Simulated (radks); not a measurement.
Results of a calculation; reference values are marked as such.
Isoelectronic series with 30 electrons, each ion in its NIST ground configuration. Code: a radial shooting solver on a logarithmic mesh with Libxc functionals. Model: Dirac Kohn-Sham, PBE, spin-unpolarised, spherical densities, finite nucleus; Fermi nuclear charge, rms radius of each element as measured or else 0.836 A^(1/3) + 0.57 fm. Total energies (hartree) and orbital eigenvalues (eV):

Zn: configuration [Ar] 3d10 4s2; E (hartree) -1796.07534; 4s1/2 -5.9784; 3d5/2 -9.9979; 3d3/2 -10.3544
Ga+: configuration [Ar] 3d10 4s2; E (hartree) -1943.79897; 4s1/2 -16.3303; 3d5/2 -27.2341; 3d3/2 -27.6964
Ge2+: configuration [Ar] 3d10 4s2; E (hartree) -2098.07862; 4s1/2 -29.2462; 3d5/2 -48.9511; 3d3/2 -49.5387
As3+: configuration [Ar] 3d10 4s2; E (hartree) -2258.89975; 4s1/2 -44.4251; 3d5/2 -74.6080; 3d3/2 -75.3424
Se4+: configuration [Ar] 3d10 4s2; E (hartree) -2426.26158; 4s1/2 -61.7140; 3d5/2 -103.9167; 3d3/2 -104.8218
Br5+: configuration [Ar] 3d10 4s2; E (hartree) -2600.17252; 4s1/2 -81.0238; 3d5/2 -136.7046; 3d3/2 -137.8065
Kr6+: configuration [Ar] 3d10 4s2; E (hartree) -2780.64604; 4s1/2 -102.2986; 3d5/2 -172.8599; 3d3/2 -174.1872
Rb7+: configuration [Ar] 3d10 4s2; E (hartree) -2967.69983; 4s1/2 -125.5015; 3d5/2 -212.3062; 3d3/2 -213.8903
Sr8+: configuration [Ar] 3d10 4s2; E (hartree) -3161.35432; 4s1/2 -150.6078; 3d5/2 -254.9887; 3d3/2 -256.8636
Zr10+: configuration [Ar] 3d10 4s2; E (hartree) -3568.55983; 4s1/2 -206.4692; 3d5/2 -349.9100; 3d3/2 -352.4799
Nb11+: configuration [Ar] 3d10 4s2; E (hartree) -3782.16251; 4s1/2 -237.2058; 3d5/2 -402.0938; 3d3/2 -405.0740
Mo12+: configuration [Ar] 3d10 4s2; E (hartree) -4002.46922; 4s1/2 -269.8065; 3d5/2 -457.3991; 3d3/2 -460.8356
